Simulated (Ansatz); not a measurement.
Name a neutral molecule of F, Hf, O, S and H with LUMO energy (PBE/def2-TZVPP) between -1.85 and -1.55 eV and ideal-gas entropy at 298 K and 1 bar (rigid rotor, harmonic PBE0-D4/def2-TZVP) between 387 and 403 J/(mol·K) (Ansatz, PBE0-D4/def2-TZVP geometry).

`[OH][Hf]([F])([F])[SH]` (-1.74 eV, 395 J/(mol·K)). Other molecules can fit too; these were computed, each in one conformer that needn't be the lowest.
